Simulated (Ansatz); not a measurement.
Species: SiCl, charge 0, multiplicity 2. SMILES: [Si]Cl
Geometry from a B3LYP-D3(BJ)/def2-TZVP (Ansatz, an electronic-structure program) optimisation:
```xyz
2

Si     0.0000     0.0000    -1.1428
Cl     0.0000     0.0000     0.9411
```
Charge 0, spin multiplicity 2.

Quantity: atomisation energy (electronic, to ground-state atoms), in kcal/mol. Cores are frozen in the correlated levels unless marked. UHF or UKS for open shells. No spin-orbit coupling. Non-relativistic unless marked X2C. The coupled-cluster limit lacks core correlation, which all-electron functionals hold. CBS marks a two-point X^-3 extrapolation of the correlation energy; Hartree-Fock from the larger set (for Q and 5 zeta extrapolated as (X+1)exp(-9√X)). The bracket is a focal-point correction in the basis named.

| level | program | atomisation energy (kcal/mol) | minus last row |
|---|---|---|---|
| HF/cc-pV(5+d)Z | Ansatz | 71.2 | -31.6 |
| PBE0-D3(BJ)/def2-TZVPD | Ansatz + dftd3 | 103.5 | 0.7 |
| BHLYP-D4/def2-TZVPD | Ansatz + dftd4 | 97.7 | -5.1 |
| CAM-B3LYP/def2-TZVPD | Ansatz | 100.2 | -2.6 |
| LC-wPBE-D3(BJ)/def2-TZVPD | Ansatz + dftd3 | 99.9 | -2.9 |
| wB97M-V/def2-TZVPD | Ansatz | 104.7 | 1.9 |
| wB97X-V/def2-TZVPD | Ansatz | 103.7 | 0.9 |
| B2GP-PLYP-D4/def2-TZVPD | Ansatz + dftd4 | 100.5 | -2.3 |
| MP2/cc-pV(Q+d)Z | Ansatz | 103.6 | 0.8 |
| SCS-MP2/def2-SVP | Ansatz | 88.2 | -14.6 |
| CCSD/def2-TZVPPD | Ansatz | 93.8 | -9.0 |
| X2C-CCSD(T)/cc-pVTZ-DK | Ansatz | 95.4 | -7.4 |
| RI-MP2/CBS(aug-cc-pV(T+d)Z,aug-cc-pV(Q+d)Z)+[CCSD(T)-MP2]/aug-cc-pV(T+d)Z | Ansatz | 102.1 | -0.7 |
| RI-MP2/CBS(cc-pV(T+d)Z,cc-pV(Q+d)Z)+[CCSD(T)-MP2]/cc-pV(T+d)Z | Ansatz | 101.9 | -0.9 |
| CCSD(T)/CBS(cc-pV(Q+d)Z,cc-pV(5+d)Z) | Ansatz | 102.8 | 0.0 |
